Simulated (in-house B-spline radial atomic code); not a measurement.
Atomic self-consistent-field run: B⁺. Computed with an all-electron radial atomic-structure program (B-spline basis): scalar-relativistic (X2C) TPSSh, spin-polarised, spherical fractional occupations, exact exchange averaged over the configuration, Fermi nucleus of rms radius 2.406 fm.

Command:
```bash
python run_scf.py task.json out
```
Settings (nuclear radius in fm, mass in u):
```
Z                5
configuration    [He] 2s2
hamiltonian      x2c
method           tpssh
spin_polarised   True
nucleus          fermi
rms_radius       2.406
atomic_mass      11.00931
speed_of_light   137.035999084
exact_exchange   averaged over the configuration
```

Output (hartree, bohr):
```
 radial grid: 71 intervals, B-splines of order 8, outer radius 23.5294 bohr

 iter        energy (Eh)    residual
    1         -24.351116    1.22e-02
    2         -24.352335    7.88e-04
    3         -24.352338    4.11e-04
    4         -24.352338    2.22e-04
    5         -24.352339    1.95e-05
    6         -24.352339    1.22e-06
    7         -24.352339    8.87e-08

 total energy                       -24.35234
 kinetic                              24.2857
 electron-nucleus                    -54.6691
 Hartree                               9.6364
 exact exchange                       -0.3496
 exchange-correlation                 -3.2557

 orbital      occ     eigenvalue          <r>       <r^2>       <1/r>     <1/r^3>       r_max
 1s up      1.000        -7.2930     0.326843    0.144721     4.67403           -      0.2108
 1s down    1.000        -7.2930     0.326843    0.144721     4.67403           -      0.2108
 2s up      1.000        -0.7429       1.7794     3.73926    0.795738           -       1.456
 2s down    1.000        -0.7429       1.7794     3.73926    0.795738           -       1.456
```

Run time, properties included: 0.33 s on 1 thread of Arm Neoverse N1, on a shared host.
